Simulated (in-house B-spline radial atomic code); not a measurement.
Configurations of I+, with energies counted from [Kr] 4d10 5s2 5p4. Computed with an all-electron radial atomic-structure program (B-spline basis): Dirac-Hartree-Fock, average of configuration, Fermi nucleus of rms radius 4.75 fm. Energies include first-order Breit, QED and recoil terms.

Occupations are held fixed; configurations that lie above the ionisation limit could autoionise.

| configuration | E - E(ref) (eV) | highest orbital | its <r> (bohr) |
| --- | --- | --- | --- |
| [Kr] 4d10 5s2 5p3 5g1 | 16.831 | 5g7/2 | 13.74 |
| [Kr] 4d10 5s2 5p3 8f1 | 18.139 | 8f5/2 | 43.74 |
| [Kr] 4d10 5s1 5p4 5d1 | 24.004 | 5d5/2 | 4.017 |
| [Kr] 4d10 5s1 5p4 5g1 | 29.314 | 5g7/2 | 13.74 |
| [Kr] 4d10 5s1 5p4 7g1 | 30.38 | 7g7/2 | 31.72 |
| [Kr] 4d10 5s1 5p4 9f1 | 30.802 | 9f5/2 | 56.02 |
| [Kr] 4d9 4f1 5s2 5p4 | 64.513 | 4f5/2 | 8.486 |
| [Kr] 4d9 5s2 5p4 8g1 | 67.145 | 8g7/2 | 42.97 |

Q: Order these further configurations by energy, lowest first.
A. [Ar] 3d9 4s2 4p6 4d10 5s2 5p4 6s1
B. [Kr] 4d10 5s2 5p3 6d1
C. [Ar] 3d9 4s2 4p6 4d10 5s2 5p4 5g1
D. [Kr] 4d10 4f1 5s2 5p3
E. [Kr] 4d9 5s2 5p4 9g1

A: B (15.249 eV), D (15.542 eV), E (67.324 eV), A (634.62 eV), C (641.09 eV).

Q: How far above the reference does [Kr] 4d9 5s2 5p4 8f1 lie?

A: 67.119 eV; its least bound orbital is 8f5/2 with <r> = 43.25 bohr.

Q: How far above the reference does [Ar] 3d9 4s2 4p6 4d10 5s2 5p4 9f1 lie?

A: 642.57 eV; its least bound orbital is 9f5/2 with <r> = 55.76 bohr.

Q: How far above the reference does [Ar] 3d9 4s2 4p6 4d10 4f1 5s2 5p4 lie?

A: 639.79 eV; its least bound orbital is 4f5/2 with <r> = 8.499 bohr.
